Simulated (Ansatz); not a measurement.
One change: `F[Si]1(F)[CH2][AlH]1` becomes `F[Si]1([SiH3])[CH2][AlH]1`.

Ansatz, PBE0-D4/def2-TZVP geometries, multiplicity 1. 

| property | `F[Si]1(F)[CH2][AlH]1` |
| --- | --- |
| LUMO energy (B3LYP/def2-TZVPP) / eV | -2.37 |
| HOMO–LUMO gap (PBE/def2-TZVPP) / eV | 2.54 |
| HOMO–LUMO gap (PBE0/def2-TZVPP) / eV | 4.34 |
| HOMO–LUMO gap (ωB97M-V/def2-TZVPP) / eV | 8.02 |
| HOMO energy (PBE0/def2-TZVPP) / eV | -6.53 |
| HOMO energy (B3LYP/def2-TZVPP) / eV | -6.37 |

(1) Give the same properties after the change, and the shifts. (An estimate is asked.)

Answers

(1) Computed: 
```tsv
property	`F[Si]1([SiH3])[CH2][AlH]1`	shift
LUMO energy (B3LYP/def2-TZVPP) / eV	-2.21	0.16
HOMO–LUMO gap (PBE/def2-TZVPP) / eV	2.46	-0.08
HOMO–LUMO gap (PBE0/def2-TZVPP) / eV	4.17	-0.17
HOMO–LUMO gap (ωB97M-V/def2-TZVPP) / eV	7.78	-0.24
HOMO energy (PBE0/def2-TZVPP) / eV	-6.23	0.30
HOMO energy (B3LYP/def2-TZVPP) / eV	-6.06	0.31
```

With PBE0 the HOMO rises by 0.30 eV and the LUMO rises by 0.13 eV, so the gap narrows by about 0.17 eV. PBE moves the HOMO by 0.23 eV and ωB97M-V by 0.37 eV.

B3LYP here is the variant with VWN-RPA as its local correlation; programs differ in this.
